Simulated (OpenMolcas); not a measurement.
**Sr+: CASPT2 settings compared**

```
Program             : OpenMolcas 26.06
Basis               : ANO-RCC-VTZP [7s6p3d1f]
Scalar Hamiltonian  : X2C, point nucleus
Active space        : 1 electron in 9 orbitals (4d 5s 5p)
State averaging     : 2S+1 = 2 even, 6 roots; 2S+1 = 2 odd, 3 roots
Spin-orbit coupling : state interaction with AMFI integrals over the reference wave functions, term energies averaged over their components
```

Methods on the same reference wave functions:
A. CASSCF
B. SS-CASPT2, IPEA 0 Eh, no level shift (closed shells correlated: 4s 4p)
C. XMS-CASPT2, IPEA 0.6 Eh, sigma2 regulariser 0.5 Eh (closed shells correlated: 4s 4p)

Energies in cm-1 above 5s 2S 1/2, the measured ground level; measured values from NIST Handbook of Basic Atomic Spectroscopic Data.

| Level | A | B | C | Measured |
| --- | --- | --- | --- | --- |
| 5s 2S 1/2 | 0.0 | 0.0 | 0.0 | 0.0 |
| 4d 2D 3/2 | 16190 | 17150 | 17120 | 14556 |
| 4d 2D 5/2 | 16458 | 17420 | 17390 | 14836 |
| 5p 2P* 1/2 | 21615 | 23850 | 23730 | 23715 |
| 5p 2P* 3/2 | 22143 | 24380 | 24260 | 24517 |

Deviations, from unrounded energies. A percentage is the sum of absolute deviations over the sum of measured energies, with the sign that they share, or ± where signs differ.

```json
{"Against measurement": "mean absolute deviation (cm-1)", "Levels": "4", "A": "1900", "B": "1400", "C": "1300"}
{"Against measurement": "other configurations (%)", "Levels": "4", "A": "±10.0", "B": "±7.0", "C": "±7.0"}
```

B, C lie about equally close to measurement and A furthest from it. The largest miss of C in the table is 4d 2D 3/2, by +2600 cm-1. The ranking rests on the paired levels alone, and a cruder setting can come out closer through cancelling errors.

Between B and C the level of the table that moves most is 5p 2P* 1/2, by 120 cm-1 (lowest in C, highest in B). Moves below CASPT2's spread within the term are not significant.

The mean deviations of B to C differ by less than CASPT2's widest spread within a term (130 cm-1), so their order carries little weight.

The lowest spin-free term lies below A's lowest term by 0.190 hartree in B, 0.189 hartree in C.

CASPT2 breaks the degeneracy within a term, and the mean is taken; among the terms shown or strongly mixed into the levels shown the widest spread is 130 cm-1 (4d 2D, C). ANO sets are built for ground and valence states and can reach diffuse excited orbitals poorly. With one active electron the reference holds no correlation, so core polarisation is missing (holds for A). With one active electron, CASPT2 adds the correlation within the correlated inactive shells and between them and that electron, and leaves the splitting within a term as the reference gives it (holds for B; C). Computed and measured levels are paired by configuration, term and J; levels that our copy of the source lacks, or whose pairing is in doubt (as where it misses far off the trend of its configuration), stay unpaired and out of the deviations. Levels of configurations outside the active space are missing.

* marks odd parity.
